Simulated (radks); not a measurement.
Results of a calculation; reference values are marked as such.
Valence configurations of Ni II (all share [Ar]). Level of theory: non-relativistic Kohn-Sham, BLYP, spin-unpolarised, spherical densities, point nucleus (a radial shooting solver on a logarithmic mesh with Libxc functionals). Energies are relative to 3d9; eigenvalues in eV.

3d9: E (eV) 0.000; e(3d) -13.107
3d8 4s1: E (eV) 3.270; e(3d) -18.151; e(4s) -13.065
3d7 4p2: E (eV) 22.892; e(3d) -27.242; e(4p) -10.110
3d8 4p1: E (eV) 8.772; e(3d) -19.682; e(4p) -8.418
3d6.5 4s0.5 4p2: E (eV) 28.920; e(3d) -30.666; e(4p) -10.641; e(4s) -17.293
3d7 4s1 4p1: E (eV) 16.617; e(3d) -25.844; e(4p) -9.474; e(4s) -15.664
3d8.5 4p0.5: E (eV) 3.790; e(3d) -16.254; e(4p) -7.538
3d6.5 4p2.5: E (eV) 32.265; e(3d) -31.326; e(4p) -10.934
3d7 4s2: E (eV) 10.516; e(3d) -24.356; e(4s) -14.787
3d6 4s1 4p2: E (eV) 36.299; e(3d) -34.306; e(4p) -11.183; e(4s) -18.129

NIST lists [Ar] 3d9 as the ground configuration; this level of theory agrees among the configurations tried. The energies are those of spherical spin-averaged densities, not of single terms.
